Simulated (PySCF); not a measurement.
Si(F)(H)2(NHMe) (CH6FNSi), SMILES F[SiH2]NC. Atoms are numbered in the order given.

```xyz
10

Si     0.5958    -0.4811     0.3641
F      1.7316     0.3059    -0.5051
N     -0.9102     0.3186     0.4440
C     -1.9122     0.3480    -0.5962
H      0.4023    -1.7860    -0.3223
H      1.1316    -0.5850     1.7465
H     -1.0400     1.0192     1.1657
H     -2.9292     0.2411    -0.1829
H     -1.8892     1.2715    -1.2031
H     -1.7563    -0.4964    -1.2855
```
Charge 0, spin multiplicity 1.

Coordinates come from a PBE0-D3(BJ)/def2-SVP optimisation. One conformer was computed; it need not be the lowest.

Method: ωB97X/def2-TZVP in PySCF.

ESP charges are fitted to the potential on shells at 1.4 to 2.0 van der Waals radii. Atomic charges (e):

```csv
atom,IAO,ESP fit,Löwdin
Si1,1.20,0.51,0.10
F2,-0.56,-0.26,-0.04
N3,-0.69,-0.57,-0.12
C4,-0.28,-0.20,-0.35
H5,-0.17,-0.06,-0.05
H6,-0.17,-0.09,-0.05
H7,0.27,0.35,0.17
H8,0.14,0.09,0.11
H9,0.13,0.11,0.11
H10,0.14,0.13,0.12
```

**Question.** Give the Mayer and Wiberg (Löwdin basis) orders of the bonds. (The exact figures need the calculation; the answer reports its results.)

**Answer.** 
```csv
bond,Mayer,Wiberg
Si1–F2,1.06,1.68
Si1–N3,1.20,1.50
N3–C4,0.94,1.42
Si1–H5,0.95,0.94
Si1–H6,0.96,0.94
N3–H7,0.92,0.89
C4–H8,0.98,0.93
C4–H9,0.97,0.93
C4–H10,0.98,0.92
```
